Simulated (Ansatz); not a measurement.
A made-up structure of SiH2TeS, singlet:

```
5
angstrom
Si -0.2867 0.2242 -0.2440
S -0.0649 -0.7844 1.5854
Te 1.9339 -0.7350 0.1194
H -0.4522 -0.7899 2.8890
H -0.4258 1.6957 -0.1969
```

It is relaxed with PBE-D4/def2-SVP and then PBE0-D4/def2-TZVP (Ansatz 0.2.0). Atoms count as bonded within 1.22 times the sum of their covalent radii (H–H: 0.88 Å). The end point is not checked to be a true minimum.

(1) Does its bonding change? (A judgement: the text doesn't fix the answer.)

Answers

(1) By the calculation: No: no bond forms or breaks.

Where it ends: The first stage lowers the energy by 1.95 eV in 9 steps. It ends as SiH₂TeS ([SiH]1[SH][Te]1):
```
5
angstrom
Si -0.4248 0.1954 -0.4788
S -0.2131 -1.1506 1.4636
Te 1.8889 -0.6935 0.3630
H -0.1969 -0.1691 2.3867
H -0.3497 1.4283 0.4184
```

Labels in which every atom is bracketed show which atoms are joined, not bond orders.

For scale, one of the runs: PBE0-D4/def2-TZVP relaxation, 136 basis functions, launched by `ansatz run in.yaml --threads 2 --pin off --events-out ev --progress --plain --max-ram 4352MiB`. The run took about 24 s on 2 CPU threads of an Arm Neoverse V1 (shared host).
